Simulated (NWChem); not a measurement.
Everything below was run with NWChem. System: germylsilane (H6GeSi), charge 0, spin multiplicity 1, at a geometry optimised with PBE0/def2-SVP. Level: MP2/def2-TZVP, 14 core orbitals frozen.

Input file:

```
start mol
memory heap 200 mb stack 900 mb global 1100 mb
geometry units angstroms nocenter noautoz
  Si     0.061769     1.604304     0.000000
  Ge    -0.029915    -0.777016     0.000000
  H      0.782763     2.091356     1.215435
  H      0.782763     2.091356    -1.215435
  H     -1.320882     2.172304     0.000000
  H     -0.771586    -1.289161     1.249517
  H     -0.771586    -1.289161    -1.249517
  H      1.391037    -1.372451     0.000000
  symmetry group Cs
end
basis spherical
  * library def2-tzvp
end
scf
  rhf
  nopen 0
  maxiter 100
  thresh 1e-7
  semidirect memsize 60000000 filesize 0
end
mp2
  freeze core 14
end
task mp2 energy
```

NWChem printed:

```
             Northwest Computational Chemistry Package (NWChem) 7.3.0
             --------------------------------------------------------

                                NWChem Input Module
                                -------------------

 Scaling coordinates for geometry "geometry" by  1.889725989
 (inverse scale =  0.529177249)

 Turning off AUTOSYM since
 SYMMETRY directive was detected!

                             Geometry "geometry" -> ""
                             -------------------------

 Output coordinates in angstroms (scale by  1.889725989 to convert to a.u.)

  No.       Tag          Charge          X              Y              Z
 ---- ---------------- ---------- -------------- -------------- --------------
    1 Si                  14.0000     0.06176900     1.60430400     0.00000000
    2 Ge                  32.0000    -0.02991500    -0.77701600     0.00000000
    3 H                    1.0000     0.78276300     2.09135600     1.21543500
    4 H                    1.0000     0.78276300     2.09135600    -1.21543500
    5 H                    1.0000    -1.32088200     2.17230400     0.00000000
    6 H                    1.0000    -0.77158600    -1.28916100     1.24951700
    7 H                    1.0000    -0.77158600    -1.28916100    -1.24951700
    8 H                    1.0000     1.39103700    -1.37245100     0.00000000

 Effective nuclear repulsion energy (a.u.)     172.4170698719

            Nuclear Dipole moment (a.u.)
            ----------------------------
        X                 Y               Z
 ---------------- ---------------- ----------------
    -0.0000094486    -0.0000245664     0.0000000000

      Symmetry information
      --------------------

 Group name             Cs
 Group number              2
 Group order               2
 No. of unique centers     6

      Symmetry unique atoms

     1    2    3    5    6    8


 Summary of "ao basis" -> "" (spherical)
 ------------------------------------------------------------------------------
       Tag                 Description            Shells   Functions and Types
 ---------------- ------------------------------  ------  ---------------------
 *                         def2-tzvp                  on all atoms

 Summary of "ao basis" -> "ao basis" (spherical)
 ------------------------------------------------------------------------------
       Tag                 Description            Shells   Functions and Types
 ---------------- ------------------------------  ------  ---------------------
 Si                        def2-tzvp                13       37   5s5p2d1f
 Ge                        def2-tzvp                16       48   6s5p4d1f
 H                         def2-tzvp                 4        6   3s1p

                                 NWChem SCF Module
                                 -----------------

  ao basis        = "ao basis"
  functions       =   121
  atoms           =     8
  closed shells   =    26
  open shells     =     0
  charge          =   0.00
  wavefunction    = RHF
  use symmetry    = T
  symmetry adapt  = T

 Summary of "ao basis" -> "ao basis" (spherical)
 ------------------------------------------------------------------------------
       Tag                 Description            Shells   Functions and Types
 ---------------- ------------------------------  ------  ---------------------
 Si                        def2-tzvp                13       37   5s5p2d1f
 Ge                        def2-tzvp                16       48   6s5p4d1f
[...]
   106     -0.362354  6 H  s                112     -0.362354  7 H  s
   118     -0.362301  8 H  s                 16      0.259883  1 Si py
    78     -0.236734  2 Ge d  2              30      0.191579  1 Si d  2

 Vector   28  Occ=0.000000D+00  E= 1.324834D-01  Symmetry=a"
              MO Center= -2.0D-01,  7.1D-01, -1.8D-10, r^2= 5.3D+00
   Bfn.  Coefficient  Atom+Function         Bfn.  Coefficient  Atom+Function
  ----- ------------  ---------------      ----- ------------  ---------------
    20      1.364147  1 Si pz                88     -1.015848  3 H  s
    94      1.015848  4 H  s                106     -0.570490  6 H  s
   112      0.570490  7 H  s                 58      0.550251  2 Ge pz

 Vector   29  Occ=0.000000D+00  E= 1.324838D-01  Symmetry=a'
              MO Center=  2.5D-01,  7.0D-01,  1.5D-10, r^2= 5.3D+00
   Bfn.  Coefficient  Atom+Function         Bfn.  Coefficient  Atom+Function
  ----- ------------  ---------------      ----- ------------  ---------------
    18      1.363192  1 Si px               100      1.173063  5 H  s
   118     -0.658711  8 H  s                 88     -0.586488  3 H  s
    94     -0.586488  4 H  s                 56      0.549810  2 Ge px
   106      0.329363  6 H  s                112      0.329363  7 H  s

 center of mass
 --------------
 x =  -0.00682803 y =  -0.17737233 z =   0.00000000

 moments of inertia (a.u.)
 ------------------
         502.202987484449         -17.651233450787           0.000000000000
         -17.651233450787          44.423075544676           0.000000000000
           0.000000000000           0.000000000000         502.882641825498

  Mulliken analysis of the total density
  --------------------------------------

    Atom       Charge   Shell Charges
 -----------   ------   -------------------------------------------------------
    1 Si  14    13.90   2.00  0.58  1.39  0.81  0.49  4.12  1.73  0.52  1.56  0.39  0.11  0.16  0.02
    2 Ge  32    31.93   2.00  2.00  1.16  0.80  0.76  0.57  5.98  4.44  1.56  1.47  0.98  8.91  1.10  0.05  0.12  0.02
    3 H    1     1.04   0.24  0.56  0.24  0.01
    4 H    1     1.04   0.24  0.56  0.24  0.01
    5 H    1     1.04   0.24  0.56  0.24  0.01
    6 H    1     1.02   0.23  0.57  0.21  0.01
    7 H    1     1.02   0.23  0.57  0.21  0.01
    8 H    1     1.02   0.23  0.57  0.21  0.01

       Multipole analysis of the density wrt the origin
       ------------------------------------------------

     L   x y z        total         open         nuclear
     -   - - -        -----         ----         -------
     0   0 0 0     -0.000000      0.000000     52.000000

     1   1 0 0      0.002354      0.000000     -0.000009
     1   0 1 0      0.060623      0.000000     -0.000025
     1   0 0 1      0.000000      0.000000      0.000000

     2   2 0 0    -27.008405      0.000000     22.061649
     2   1 1 0     -0.030433      0.000000      9.342445
     2   1 0 1     -0.000000      0.000000      0.000000
     2   0 2 0    -27.798400      0.000000    264.355680
     2   0 1 1     -0.000000      0.000000      0.000000
     2   0 0 2    -27.007228      0.000000     21.701893

                   NWChem MP2 Semi-direct Energy/Gradient Module
                   ---------------------------------------------

  Basis functions       =    121
  Molecular orbitals    =    121
  Frozen core           =     14
  Frozen virtuals       =      0
  Active alpha occupied =     12
  Active beta occupied  =     12
  Active alpha virtual  =     95
  Active beta virtual   =     95
  Use MO symmetry       = T
  Use skeleton AO sym   = T

  AO/Fock/Back tols     =   1.0D-09  1.0D-09  1.0D-09

 GA uses MA = F    GA memory limited = T

 Available:
  local mem=  1.26D+08
 global mem=  1.44D+08
 local disk=  0.00D+00
  mp2_memr nvloc                    95
  nvloc new                    95
   1 passes of  12:        5242880                      86844                  27517570.
   1 passes of  12: M    126142992           G      144149918           F     120900112.

 Semi-direct pass number   1 of   1  for RHF alpha+beta  at        9.1s
  vrange nnbf                  7093
  mp2_eaftype                   104  avail_ma_in_mb                  1099
 EAF : mp2_eaftype filesize         104   13758785.
  mp2_eaf for mointskh                    104
Node 0 wrote     64.7 Mb in      0.0 s     Agg I/O rate:  2233.8 Mb/s
 Done moints_semi at       25.3s
  mp2_eaftype                   104  avail_ma_in_mb                   995
 EAF : mp2_eaftype filesize         104   13758785.
  mp2_eaf for kh                   104
 Done maket at       25.7s
 Done multipass loop at       25.7s

          -------------------------------------------
          SCF energy               -2367.791014142722
          Correlation energy          -0.381324331712
          Singlet pairs               -0.252373690098
          Triplet pairs               -0.128950641615
          Total MP2 energy         -2368.172338474434
          -------------------------------------------

          ---------------------------------------------------
                    Spin Component Scaled (SCS) MP2
          Same spin pairs                     -0.085967094410
          Same spin scaling factor             0.333333333333
          Opposite spin pairs                 -0.295357237303
          Opposite spin scaling fact.          1.200000000000
          SCS-MP2 correlation energy          -0.383084382900
          Total SCS-MP2 energy             -2368.174098525622
          ---------------------------------------------------

 -----------------------
 Performance information
 -----------------------

 Timer overhead =  2.34D-07 seconds/call

               Nr. of calls         CPU time (s)                 Wall time (s)                GFlops
             ---------------    -------------------     ------------------------------   -------------------
Name         Min   Avg   Max    Min     Avg     Max     Min     Avg     Max   Mx/calls   Min     Max     Sum
mp2: moin     1     1     1    16.     16.     16.      16.     16.     16.     16.      0.0     0.0     0.0
mp2: make     1     1     1   0.42    0.42    0.42     0.42    0.42    0.42    0.42      0.0     0.0     0.0
mp2: tota     1     1     1    17.     17.     17.      17.     17.     17.     17.      0.0     0.0     0.0

 The average no. of pstat calls per process was 3.00D+00
 with a timing overhead of 7.01D-07s

 Task  times  cpu:       25.7s     wall:       25.7s

 Total times  cpu:       25.7s     wall:       25.7s
```
